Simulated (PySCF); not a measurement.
# How methods differ on the ionisation energy of C(2+)

C(2+) [He] 2s2 (1S) → C(3+) [He] 2s1 (2S), as a difference of total energies. Calculation: PySCF 2.14, in aug-cc-pVTZ with one added diffuse shell each of s, p, d, f type (6s5p4d3f, 62 functions); the non-relativistic Hamiltonian (point nucleus). Correlated levels: valence: 1s2 frozen. The calculations carry no spin-orbit coupling.

```
           method  ionisation energy (eV)
              UHF                  45.787
    MP2 (valence)                  46.961
SCS-MP2 (valence)                  47.196
   CCSD (valence)                  47.772
```

Task: How much does correlation contribute at MP2 (valence)?

Result: 46.961 − (45.787) = 1.174 eV, measured against UHF.

Errors of the correlated levels include the incompleteness of this basis and the frozen core.

With two correlated electrons CCSD is exact in that space.

The coupled-cluster amplitudes are large for C(2+) (T1 above 0.03 or a double amplitude above 0.15), so a single reference is strained.

For comparison: 47.888 eV (measured; NIST Atomic Spectra Database, ionization energies).
